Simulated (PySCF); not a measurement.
CH$_{6}$B$_{2}$O, SMILES `BOBC`, neutral singlet in the gas phase. 

Cartesian coordinates (Å):
```xyz
10

B     -2.1293    -0.0891    -0.1109
O     -0.8595     0.3072    -0.0398
B      0.4288     0.6796     0.0316
C      1.5807    -0.3765     0.0758
H     -2.7314    -0.2746     0.9041
H     -2.6237    -0.2445    -1.1873
H      0.6470     1.8562     0.0598
H      1.2357    -1.4108     0.0405
H      2.2727    -0.2095    -0.7565
H      2.1790    -0.2380     0.9828
```
Charge 0, spin multiplicity 1.

All levels are single points at this geometry (B3LYP-D3(BJ)/def2-TZVP); Pople sets use spherical d functions. Orbital energies aren't observables, and empty levels follow the basis.

```
level                            HOMO (eV)  LUMO (eV)  gap (eV)  dipole (D)  vertical IE, Delta-SCF (eV)
-------------------------------  ---------  ---------  --------  ----------  ---------------------------
B3LYP-D3(BJ)/def2-TZVP in PySCF      -8.43      -0.86      7.57        0.71                        10.75
M06-2X/def2-TZVP in PySCF            -9.93       0.31     10.24        0.63                        11.11
PBE-D3(BJ)/def2-TZVP in PySCF        -7.23      -1.62      5.60        0.79                            –
B3LYP/3-21G in PySCF                 -8.31      -0.45      7.86        0.83                            –
B3LYP/6-311+G** in PySCF             -8.43      -0.96      7.48        0.69                            –
BP86/6-31G* in PySCF                 -7.17      -1.26      5.90        0.87                            –
```
